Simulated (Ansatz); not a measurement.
Ansatz results at the PBE0-D4/def2-TZVP geometry: HOMO–LUMO gap (ωB97M-V/def2-TZVPP) 12.65 eV; HOMO–LUMO gap (PBE0/def2-TZVPP) 8.74 eV; HOMO energy (ωB97M-V/def2-TZVPP) -10.70 eV.

Each molecule was computed in one conformer, which needn't be the lowest.

Problem. Which molecule gave them?
A. `C=C[SiH2]S[SiH](Cl)Cl`
B. `O[SiH2]N[Si](O)(Cl)Cl`
C. `O[Si@@H](Cl)N[Si@@H](O)Cl`
D. `CO[Si](F)(F)S[Si](Cl)(Cl)OC`

Solution. C. The others give `C=C[SiH2]S[SiH](Cl)Cl`: 11.00, 6.83, -9.97; `CO[Si](F)(F)S[Si](Cl)(Cl)OC`: 12.26, 8.08, -10.38; `O[SiH2]N[Si](O)(Cl)Cl`: 12.07, 8.22, -10.58.
